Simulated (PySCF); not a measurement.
## Ionisation energy of Cs⁴²⁺ by level of theory

Cs⁴²⁺ [Ne] 3s2 3p1 (2P) → Cs⁴³⁺ [Ne] 3s2 (1S), as a difference of total energies. Computed with PySCF 2.14 in an uncontracted even-tempered set (18 s from 7.7 bohr⁻², ratio 2.5; 12 p from 10 bohr⁻², ratio 2.5; 4 d from 40 bohr⁻², ratio 2.7; 4 f from 60 bohr⁻², ratio 2.7), with the spin-free X2C one-electron Hamiltonian (Gaussian nucleus). Correlated levels: outer shells: 1s2 frozen; virtual orbitals above 40 to 60 times the deepest correlated orbital energy dropped. The calculations carry no spin-orbit coupling.

```json
{"method": "UHF", "ionisation energy (eV)": "3152.9"}
{"method": "LDA", "ionisation energy (eV)": "3154.7"}
{"method": "PBE", "ionisation energy (eV)": "3155.7"}
{"method": "PBE0", "ionisation energy (eV)": "3155.3"}
{"method": "r2SCAN", "ionisation energy (eV)": "3155.1"}
{"method": "B3LYP", "ionisation energy (eV)": "3156.2"}
{"method": "TPSSh", "ionisation energy (eV)": "3155.6"}
{"method": "MP2 (outer shells)", "ionisation energy (eV)": "3153.5"}
{"method": "SCS-MP2 (outer shells)", "ionisation energy (eV)": "3153.3"}
```

A first-order spin-orbit estimate (lowest level to lowest level, LS coupling) adds 57.266 eV.

Breit and QED terms and the two-electron picture change are absent.

First order in ζ underestimates the shift of j = l − 1/2 levels at high Z.

For comparison: 3214 ± 4 eV (theoretical estimate listed by NIST; NIST Atomic Spectra Database, ionization energies).
